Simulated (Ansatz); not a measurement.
Cartesian coordinates (Å):
SMILES: [SiH2]1[SiH]2[SiH2][SiH]3[SiH]4[SiH2][SiH]5[SiH2][SiH]([SiH]14)[SiH]([SiH2]2)[SiH]3[SiH2]5
```xyz
34

Si    -3.4027    -0.6816    -0.6794
Si    -2.0434    -2.0414    -2.0412
Si    -0.6824    -3.4021    -0.6821
Si     0.6776    -2.0399     0.6757
Si    -0.6753    -0.6774     2.0400
Si     0.6861     0.6795     3.4017
Si     2.0435     2.0419     2.0406
Si     0.6817     3.4024     0.6821
Si    -0.6776     2.0399    -0.6762
Si    -2.0392     0.6770     0.6788
Si     0.6757     0.6777    -2.0402
Si    -0.6855    -0.6792    -3.4021
Si     2.0394    -0.6769    -0.6790
Si     3.4028     0.6812     0.6798
H     -4.2870     0.1831    -1.5443
H     -4.2861    -1.5474     0.1853
H     -2.9166    -2.9135    -2.9134
H      0.1809    -4.2866    -1.5481
H     -1.5479    -4.2854     0.1829
H      1.5585    -2.8971     1.5552
H     -1.5548    -1.5579     2.8976
H     -0.1758     1.5429     4.2901
H      1.5543    -0.1867     4.2812
H      2.9167     2.9142     2.9126
H     -0.1823     4.2855     1.5488
H      1.5463     4.2871    -0.1823
H     -1.5585     2.8969    -1.5557
H     -2.8956     1.5571     1.5598
H      1.5552     1.5583    -2.8976
H      0.1765    -1.5430    -4.2900
H     -1.5533     0.1870    -4.2820
H      2.8958    -1.5569    -1.5600
H      4.2854    -0.1841     1.5458
H      4.2879     1.5458    -0.1842
```
Charge 0, spin multiplicity 1.

Question: What dipole moment, HOMO, HOMO–LUMO gap, vertical ionisation energy (Delta-SCF) and total energy does PBE0-D3(BJ)/def2-SVP // PBE-D3(BJ)/def2-SVP (Ansatz, a first-principles code) give?

Answer: 
```json
{
  "dipole_moment": "0.00 D",
  "HOMO": "-7.34 eV",
  "HOMO–LUMO gap": "6.09 eV",
  "vertical ionisation energy (Delta-SCF)": "8.49 eV",
  "total_energy": "-4062.1923 Ha"
}
```
